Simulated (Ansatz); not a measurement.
`[NH2][Ga]([Br])[Br]` from Hartree–Fock to CCSD(T)

Cartesian coordinates in Å:
```
N 0.717 0.277 0.778
Ga -0.460 -0.188 -0.492
Br 0.250 -1.242 -2.374
Br -2.669 0.259 -0.218
H 0.455 0.769 1.615
H 1.706 0.124 0.691
```

Charge 0, multiplicity 1. Correlated methods include outer-core shells of Br, Ga, which these sets cover unevenly. Scalar relativity is left out up to krypton. The structure was optimised at the PBE0-D4/def2-TZVP level. It is one conformer, not always the lowest. Frozen core, restricted reference, the Gaussian-basis code of Ansatz.

```json
{"basis": "def2-SVP", "HF (Eh)": "-7122.92771", "MP2 corr.": "-0.83618"}
{"basis": "def2-TZVPP", "HF (Eh)": "-7123.87770", "MP2 corr.": "-0.97835"}
{"basis": "def2-QZVPP", "HF (Eh)": "-7124.01902", "MP2 corr.": "-1.87724"}
```

Estimate the CCSD correlation energy and the (T) correction in each basis where they were run (hartree).


```json
{"basis": "def2-SVP", "CCSD corr.": "-0.83692", "(T)": "-0.02195"}
{"basis": "def2-TZVPP", "CCSD corr.": "-0.98661", "(T)": "-0.03727"}
```
